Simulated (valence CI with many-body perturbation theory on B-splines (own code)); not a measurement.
## Tl XXXIII in brief

Method: relativistic CI+MBPT: three valence electrons over a frozen Dirac-Fock core [Kr] 4d10, radial functions for each j: 7 s, 7 p, 7 d, 7 f, 4 g, 2 h, with the one-electron correlation potential Σ1, the two-electron term Σ2, the three-electron term Σ3, Breit, model QED; selected CI, second order for the rest, scaled by the run's own slope (own B-spline code, finite nucleus).

The last digits are not significant, and no measured levels were compared; by estimate large intervals hold to a few tenths of a per cent, small ones and those within an open d or f shell to about a per cent. Excitations out of the core, of the other parity, are not computed and may begin above about 193 eV (a cautious bound); beyond it only levels of the ground parity were kept, without lifetimes.

Levels are named by their leading jj configuration (3d3/2^4 stands for four electrons in 3d with j = 3/2), which in mixed levels can hold well under half, so a name can repeat and another be missing.

Rates and lifetimes use the calculated energies. Strong lines usually hold to 10 to 20 %, long lifetimes can be off by a factor of two.

Q: What is the ground level?

A: (4f5/2^3) J=9/2, composition 74 % 4f³ ⁴I° + 23 % 4f³ ²H° + 3 % 4f³ ²G°, g = 0.778.

Q: What is the ionisation energy?

A: 1215.9 eV; NIST lists 1230 ± 60 eV (theoretical).

Q: How well does LS coupling describe the low levels?

A: Among the lowest 20 levels the leading LS term, summed over configurations, holds 56 % on average. For single configurations the figures are 56 % in LS and 79 % in jj coupling. Terms mix most in the J = 9/2 level at 68860 cm⁻¹, where the leading one holds 35 %.
